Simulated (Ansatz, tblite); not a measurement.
Isomers of Pd4⁻ (doublet), found by a short tight-binding search and relaxed with PBE-D4/def2-SVPD in Ansatz.

In the def2 sets Pd takes a core potential; there is no spin–orbit coupling. The xTB rows come from tblite.

Run but left out: HF/def2-TZVPD, MP2/def2-TZVPD (A: ⟨S²⟩ 1.86, where a pure state has 0.75); r2SCAN-D4/def2-TZVPD, B97M-V/def2-TZVPD (B: ⟨S²⟩ 1.12 to 1.13, where a pure state has 0.75).

A: At PBE-D4/def2-TZVPD, BLYP-D4/def2-TZVPD, PBE0-D4/def2-TZVPD the charge -1 doublet is spin-contaminated (final ⟨S²⟩ up to 0.90, 0.75 for a pure state). At PBE-D4/def2-TZVPD, BLYP-D4/def2-TZVPD, PBE0-D4/def2-TZVPD the highest occupied level of the charge -1 doublet lies above zero (up to 1.02 eV). By energy differences its removal costs 1.27 eV (vertical, to the charge 0 triplet, at PBE0-D4/def2-TZVPD). At PBE-D4/def2-TZVPD, BLYP-D4/def2-TZVPD the gap within one spin of the charge -1 doublet nearly closes, so an electron or hole may be smeared out by delocalisation error. B: At PBE-D4/def2-TZVPD, BLYP-D4/def2-TZVPD, PBE0-D4/def2-TZVPD the charge -1 doublet is spin-contaminated (final ⟨S²⟩ up to 1.01, 0.75 for a pure state). At PBE-D4/def2-TZVPD, BLYP-D4/def2-TZVPD the highest occupied level of the charge -1 doublet lies above zero (up to 0.65 eV). It is a level of β spin, whose loss leaves a triplet; that state wasn't run at this geometry and level. The electron is either unbound and held by the finite basis, or the level is raised by self-interaction error. At PBE-D4/def2-TZVPD the gap within one spin of the charge -1 doublet nearly closes, so an electron or hole may be smeared out by delocalisation error.

Other spin states were run for one of them alone.

A:

Cartesian coordinates in Å:
```
Pd 1.292 -0.919 0.357
Pd 0.515 1.530 -0.185
Pd -1.124 -0.008 1.174
Pd -0.683 -0.603 -1.346
```

B:

Cartesian coordinates in Å:
```
Pd -0.844 -1.253 -1.435
Pd -1.082 -0.062 0.857
Pd 0.544 0.884 -0.920
Pd 1.382 0.431 1.498
```

**Question.** Estimate their order by electronic energy at PBE0-D4/def2-TZVPD, counted from the lowest.

**Answer.** A (0.0) < B (8.4), in kcal/mol.

**Question.** Do the other levels pick the same lowest one?

**Answer.** All that were run do. Energies above each level's lowest (kcal/mol):

```
             level    A     B
          GFN1-xTB  0.0  12.2
          GFN2-xTB  0.0   1.7
 PBE-D4/def2-TZVPD  0.0   7.0
BLYP-D4/def2-TZVPD  0.0   4.7
PBE0-D4/def2-TZVPD  0.0   8.4
```
Point groups (tolerance 0.1 Å): A D2d, B C2v. Lower isomers may exist.
